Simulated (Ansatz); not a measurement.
`NBCCN`, relaxed with RKS PBE0-D4/def2-TZVP in Ansatz from a PBE-D4/def2-SVP geometry. The force threshold is 0.005 eV/Å; the program also tests the step.

Total charge 0; spin multiplicity 1.

Start:

```xyz
14

N     1.017    0.689    1.956
B    -0.114    0.277    1.239
C    -0.423    0.786   -0.232
C    -0.742   -0.394   -1.156
N     0.353   -1.367   -1.089
H     1.223    0.376    2.904
H     1.737    1.300    1.565
H    -0.897   -0.470    1.809
H     0.422    1.379   -0.654
H    -1.295    1.479   -0.207
H    -0.981   -0.032   -2.190
H    -1.662   -0.899   -0.787
H     0.153   -2.180   -1.686
H     1.210   -0.944   -1.471
```

```
step  energy (eV)  largest force (eV/Å)  largest move (Å)
   1   -5873.5263                 0.670             0.000
   2   -5873.5762                 0.249             0.026
   3   -5873.5813                 0.049             0.027
   4   -5873.5817                 0.024             0.030
   5   -5873.5819                 0.014             0.009
   6   -5873.5820                 0.004             0.011
   7   -5873.5821                 0.010             0.009
   8   -5873.5821                 0.009             0.011
   9   -5873.5821                 0.011             0.007
  10   -5873.5821                 0.001             0.001
```

End:

```xyz
14

N     0.996    0.716    1.971
B    -0.098    0.265    1.239
C    -0.390    0.762   -0.227
C    -0.747   -0.396   -1.148
N     0.336   -1.371   -1.137
H     1.185    0.424    2.913
H     1.687    1.345    1.597
H    -0.857   -0.491    1.785
H     0.455    1.323   -0.649
H    -1.233    1.465   -0.200
H    -0.995   -0.025   -2.155
H    -1.643   -0.893   -0.763
H     0.119   -2.167   -1.723
H     1.185   -0.956   -1.502
```

Run time 23 s (4 threads of an INTEL XEON PLATINUM 8581C on a shared host); peak host memory 0.53 GiB.
